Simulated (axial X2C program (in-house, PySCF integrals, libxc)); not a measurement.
## Potential curves of MgHf, non-relativistic

Computed with an in-house relativistic program for diatomic molecules. The Hamiltonian is the X2C one with the speed of light multiplied by 100, which is the non-relativistic limit. Basis: Hf dyall-v3z [12s11p8d6f2g], Mg dyall-v3z [9s8p5d3f] (cores contracted in-house); Gaussian nuclei, density fitting, unrestricted open shells. Masses: Hf 179.947 u, Mg 23.985 u.

State: M_S = 2, Λ = 2 (beyond evenly filled blocks: σα, π+α, π-α, δ+α). Energies in eV from the lowest point of each curve. Fits are polynomials in 1 − R0/R over 0.85 to 1.23 times the lowest point R0.

```tsv
R (Å)	PBE50	PBE0	PBE
2.6143	0.2798	0.2366	0.1934
2.7346	0.1270	0.0983	0.0689
2.8247	0.0573	0.0384	0.0198
2.9148	0.0173	0.0078	0.0000
3.0050	0.0000	0.0000	0.0031
3.1102	0.0000	0.0107	0.0259
3.2153	0.0160	0.0371	0.0644
3.3506	0.0511	0.0850	0.1273
3.5158	0.1049	0.1528	0.2122
3.7562	0.1878	0.2531	0.3348
```

One determinant describes the state; a PBE0 search over occupations chose it and may have missed a lower one. Other states lie close and PBE0, whose exact exchange favours high spin, may order them wrongly; the determinant shown need not be the ground state. The nearest other spin-free determinant of the search, M_S = 2, Λ = 3, lies 0.20 eV up at the distance of the search. The functionals have no current-density term, which raises determinants with orbital currents, atoms included.

What are Re and ωe at the PBE50 level?

At PBE50, non-rel.: Re = 3.055 Å, ωe ≈ 148 cm⁻¹; Be follows as 0.0854 cm⁻¹.

What are Re and ωe at the PBE0 level?

At PBE0, non-rel.: Re = 3.000 Å, ωe ≈ 162 cm⁻¹; Be follows as 0.0885 cm⁻¹.

Fit the PBE curve near its minimum: give the equilibrium distance and the harmonic wavenumber.

At PBE, non-rel.: Re = 2.946 Å, ωe ≈ 177 cm⁻¹; Be follows as 0.0918 cm⁻¹.
